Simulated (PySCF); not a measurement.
## Electron correlation in Pt²⁺ (platinum, charge +2)

[Xe] 4f14 5d8, high-spin 3F determinant. Computed with PySCF 2.14 in aug-cc-pwCVDZ-PP with ECP60MDF (6s6p5d3f, 70 functions), with a scalar-relativistic core potential. Frozen: 5s2 5p6; 8 electrons correlated.

| level | correlation energy (mhartree) |
| --- | --- |
| CCSD | -181.20 |
| (T) | -3.49 |
| CCSD(T) | -184.69 |

Diagnostics: T1 = 0.0021, D1 = 0.0034, largest double amplitude 0.034.

Spin-orbit coupling, absent here, splits the open shell strongly.

Cost of the coupled-cluster step: roughly 8 core-seconds, for 8 correlated electrons.
